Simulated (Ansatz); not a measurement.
C$_{8}$H$_{10}$, SMILES `Cc1ccccc1C`, relaxed with RKS PBE0-D4/def2-TZVP in Ansatz from a PBE-D4/def2-SVP geometry. The force threshold is 0.005 eV/Å; the program also tests the step.

Total charge 0; spin multiplicity 1.

Start:

```xyz
18

C     1.296   -0.922    1.405
C     0.438   -0.563    0.219
C     0.327   -1.439   -0.877
C    -0.466   -1.124   -1.990
C    -1.165    0.090   -2.019
C    -1.063    0.973   -0.933
C    -0.271    0.668    0.191
C    -0.177    1.632    1.346
H     1.770   -1.914    1.276
H     2.106   -0.179    1.567
H     0.708   -0.948    2.347
H     0.878   -2.393   -0.852
H    -0.535   -1.828   -2.834
H    -1.791    0.353   -2.885
H    -1.612    1.928   -0.953
H    -0.780    2.542    1.165
H     0.871    1.950    1.532
H    -0.533    1.173    2.294
```

| step | energy (eV) | largest force (eV/Å) | largest move (Å) |
| --- | --- | --- | --- |
| 1 | -8452.4111 | 0.526 | 0.000 |
| 2 | -8452.5017 | 0.156 | 0.034 |
| 3 | -8452.5084 | 0.005 | 0.011 |

End:

```xyz
18

C     1.285   -0.916    1.392
C     0.432   -0.555    0.216
C     0.323   -1.422   -0.865
C    -0.460   -1.110   -1.966
C    -1.151    0.089   -1.994
C    -1.050    0.961   -0.921
C    -0.268    0.659    0.188
C    -0.176    1.618    1.333
H     1.749   -1.893    1.255
H     2.083   -0.184    1.549
H     0.702   -0.947    2.317
H     0.866   -2.361   -0.841
H    -0.529   -1.803   -2.797
H    -1.767    0.348   -2.847
H    -1.591    1.902   -0.941
H    -0.774    2.511    1.146
H     0.856    1.935    1.511
H    -0.529    1.166    2.265
```

Run time 18 s (2 threads of an AMD EPYC 7R13 on a shared host and a share of an NVIDIA H100 80 GB); peak host memory 0.91 GiB.
